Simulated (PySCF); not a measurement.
# Gallium: a sound run and one with changed settings

Sound run: Ga⁺ [Ar] 3d10 4s2, Ga²⁺ [Ar] 3d10 4s1. All numbers are calculated (PySCF 2.14, the spin-free X2C one-electron Hamiltonian (Gaussian nucleus), in aug-cc-pVDZ-DK). In the sound run the correlated levels freeze [Ar] 3d10. The sound run starts from symmetry-adapted Hartree-Fock orbitals and uses a fine grid where one is needed.

Changed run: the non-relativistic Hamiltonian (point nucleus). This setting is unsound on purpose.

```csv
species,method,sound run (hartree),changed run (hartree),converged
Ga⁺,UHF,-1941.88183,-1913.01009,yes
Ga⁺,M06-L,-1943.45123,-1914.57812,yes
Ga⁺,TPSS,-1943.50407,-1914.63316,yes
Ga⁺,MP2,-1941.90545,-1913.03402,yes
Ga⁺,CCSD(T),-1941.91757,-1913.04671,yes
Ga²⁺,UHF,-1941.19086,-1912.33606,yes
Ga²⁺,M06-L,-1942.69388,-1913.83884,yes
Ga²⁺,TPSS,-1942.74944,-1913.89748,yes
```

Ionisation energy of Ga⁺:

```csv
method,sound run (eV),changed run (eV)
UHF,18.802,18.341
M06-L,20.609,20.117
TPSS,20.535,20.019
MP2,19.445,18.993
SCS-MP2,19.573,19.123
CCSD,19.775,19.338
CCSD(T),19.775,19.338
CCSDT,19.775,19.338
FCI,19.775,19.338
```

Most of the change in total energy is the relativistic energy itself. On top of that the contraction fixes the core shape for the Hamiltonian it was made with, so the changed run is not a good calculation with the other Hamiltonian either.

For comparison, NIST gives 20.515 eV between the lowest levels.
